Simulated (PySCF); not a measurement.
AlClH4O2SSi, SMILES [Al]([OH])([S][SiH2]Cl)[OH]. Atoms are numbered in the order given.

```xyz
10

Si     1.8220    -0.3534     0.2944
Cl     0.8269     0.1428    -1.5546
S      0.3176    -0.1170     1.7213
Al    -1.1414     0.1292     0.0200
O     -1.8981     1.6333    -0.2164
O     -1.9432    -1.2999    -0.4273
H      2.3227    -1.7344     0.0762
H      2.9504     0.6097     0.3820
H     -1.6129     2.4673     0.1575
H     -2.7397    -1.2980    -0.9606
```

Coordinates come from a PBE0-D3(BJ)/def2-SVP optimisation. The structure was generated by enumeration; whether it is a known compound was not checked. Other conformers were not sampled.

The numbers are results of PBE/pcSseg-1 (PySCF), not measurements.

GIAO shieldings, no solvent; atoms listed in one row are averaged. δ = σ(ref) − σ: ²⁹Si against TMS (σ = 335.4 ppm); ³⁵Cl against HCl (σ = 936.5 ppm); ³³S against H2S (σ = 706.5 ppm); ¹⁷O against H2O (σ = 334.3 ppm); ¹H against TMS (σ = 31.49 ppm), references at their B3LYP-D3(BJ)/def2-TZVP geometries, non-relativistic (without spin–orbit terms, shifts of atoms bonded to Cl or Br come out too high).

| nucleus | atoms | count | δ (ppm) |
|---|---|---|---|
| ²⁹Si | Si1 | 1 | 11.9 |
| ³⁵Cl | Cl2 | 1 | 147.0 |
| ³³S | S3 | 1 | 1.4 |
| ¹⁷O | O5 | 1 | 62.2 |
| ¹⁷O | O6 | 1 | 39.9 |
| ¹H | H7 | 1 | 6.38 |
| ¹H | H8 | 1 | 6.28 |
| ¹H | H9 | 1 | 2.22 |
| ¹H | H10 | 1 | 1.69 |
